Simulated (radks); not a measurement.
The numbers below are computed, except where a source is named.
Initial-state core-level shifts of neutral iron when its valence configuration changes from [Ar] 3d6 4s2. Level of theory: non-relativistic Kohn-Sham, PBE, spin-polarised, spherical densities, point nucleus; open shells are filled with parallel spins first (a radial shooting solver on a logarithmic mesh with Libxc functionals). Shifts are changes of the shell-averaged eigenvalues in eV (positive: less bound); the change of the density at the nucleus, which sets a Mossbauer isomer shift, is in e/bohr^3, on a base of 1.192e+04.

valence	1s	2s	2p	3p	density at nucleus
3d7 4s1	+4.454	+4.970	+4.919	+4.406	-5.500
3d6 4s1 4p1	-1.306	-1.279	-1.279	-1.283	-3.614
3d4 4s2 4p2	-16.702	-18.583	-18.413	-15.273	+9.017
3d5.5 4s2 4p0.5	-3.589	-3.925	-3.893	-3.426	+1.819
3d4.5 4s2 4p1.5	-11.948	-13.233	-13.114	-11.078	+6.335
3d5 4s2 4p1	-7.432	-8.182	-8.112	-6.992	+3.846
3d6 4s1.5 4p0.5	-0.740	-0.722	-0.722	-0.726	-1.715
3d6.5 4s1.5	+2.422	+2.710	+2.682	+2.368	-3.024
3d3 4s2 4p3	-26.887	-30.131	-29.851	-23.936	+14.908
